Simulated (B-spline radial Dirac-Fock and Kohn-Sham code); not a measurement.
These are calculated numbers from a radial B-spline solver; the model is multi-electron Dirac-Fock with separately optimised hole states, Breit and Lamb-shift corrections added in first order. The model has no electron correlation.

Question: An atom or ion in its tabulated ground configuration has these computed binding energies (the last is its least bound level). Which is it?

```
level  binding energy (eV)
    K              19026.0
   L1               2744.5
   M2                421.9
   M4                247.4
   N1                101.8
   N2                73.67
 N4,5                35.80
```

Answer: Nb³⁺: Z = 41 with 38 electrons, [Kr] 4d2. The hydrogen-like estimate √(E/Ry) = 37.4 for the K level lies 3.6 below Z (screening lowers it, relativity raises it); the outermost level, at 35.80 eV, fixes the charge.

Question: An atom or ion in its tabulated ground configuration has these computed binding energies (the last is its least bound level). Which is it?

| level | binding energy (eV) |
| --- | --- |
| 1s | 88855.7 |
| 2s | 21464.9 |
| 2p | 19818.8 |

Answer: Au⁷²⁺: Z = 79 with 7 electrons, [He] 2s2 2p3. The hydrogen-like estimate √(E/Ry) = 80.8 for the K level lies 1.8 above Z (screening lowers it, relativity raises it); the outermost level, at 19818.8 eV, fixes the charge.
